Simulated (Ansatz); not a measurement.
`CCCOC(=O)OC` + `CCCl` → `CCCOC(=O)CCCl` + CH₃OH  (formal exchange of groups at a C–O bond)

Isolated molecules relaxed with PBE0-D4/def2-TZVP in Ansatz; ΔE leaves out vibrations. CBS: MP2 limit from def2 TZ/QZ plus the TZ coupled-cluster correction, frozen cores. This one scheme is used for every species. One conformer a species, not always the lowest.

`CCCOC(=O)OC`:

Z-matrix (Å, degrees):
```
C
C 1 1.519
H 1 1.093 2 111.4
H 1 1.091 2 111.0 3 119.9
H 1 1.093 2 111.4 3 -120.1
C 2 1.507 1 111.4 3 60.1
H 2 1.094 1 110.4 3 -61.1
H 2 1.094 1 110.3 3 -178.8
O 6 1.431 2 107.9 1 -180.0
H 6 1.094 2 111.6 1 60.2
H 6 1.094 2 111.6 1 -60.1
C 9 1.327 6 115.0 2 -179.9
O 12 1.202 9 126.2 6 0.0
O 12 1.330 9 108.1 6 -180.0
C 14 1.423 12 114.5 9 -180.0
H 15 1.088 14 105.6 12 -180.0
H 15 1.091 14 110.7 12 -60.4
H 15 1.091 14 110.7 12 60.5
```

`CCCl`:

Z-matrix (Å, degrees):
```
C
C 1 1.507
H 1 1.091 2 111.0
H 1 1.094 2 109.6 3 119.7
H 1 1.091 2 111.0 3 -120.6
Cl 2 1.788 1 111.4 3 60.3
H 2 1.089 1 111.9 3 179.1
H 2 1.089 1 111.9 3 -58.5
```

`CCCOC(=O)CCCl`:

Z-matrix (Å, degrees):
```
C
C 1 1.519
H 1 1.092 2 111.2
H 1 1.094 2 111.2 3 119.9
H 1 1.092 2 111.1 3 -120.1
C 2 1.513 1 113.5 3 -59.9
H 2 1.095 1 110.1 3 180.0
H 2 1.093 1 110.8 3 62.7
O 6 1.436 2 111.8 1 60.1
H 6 1.091 2 111.0 1 -178.2
H 6 1.092 2 111.1 1 -56.1
C 9 1.335 6 116.6 2 85.3
O 12 1.203 9 124.5 6 0.9
C 12 1.505 9 110.9 6 -179.3
C 14 1.509 12 111.4 9 -178.9
H 14 1.093 12 108.7 9 -56.2
H 14 1.093 12 108.6 9 58.7
Cl 15 1.782 14 110.4 12 -179.7
H 15 1.088 14 111.6 12 -60.5
H 15 1.088 14 111.6 12 61.0
```

CH₃OH:

Z-matrix (Å, degrees):
```
C
O 1 1.409
H 1 1.097 2 112.4
H 1 1.090 2 107.0 3 -118.5
H 1 1.097 2 112.4 3 123.0
H 2 0.959 1 108.5 3 -61.6
```

```
             level  ΔE (eV)
     HF/def2-TZVPP     0.49
    MP2/def2-TZVPP     0.28
SCS-MP2/def2-TZVPP     0.30
     MP2/CBS(def2)     0.25
```

Question: What does CCSD(T)/CBS give? (An estimate is asked.)

Answer: The calculation gave: +0.26 eV. The listed levels differ from it by 0.23, 0.02, 0.04, -0.01 eV.

Largest T1 diagnostic among the species: 0.013.

The D4 term adds −0.07 eV with B3LYP and −0.04 eV with PBE0; it sums over pairs of atoms, weighted by their polarisabilities, and B3LYP, whose exchange is more repulsive, gets the larger term. In def2-TZVPP, CCSD(T) changes the Hartree–Fock value by −0.20 eV (the triples alone add −0.02 eV) and MP2 by −0.21 eV.

B3LYP here is the variant with VWN-RPA as its local correlation; programs differ in this.
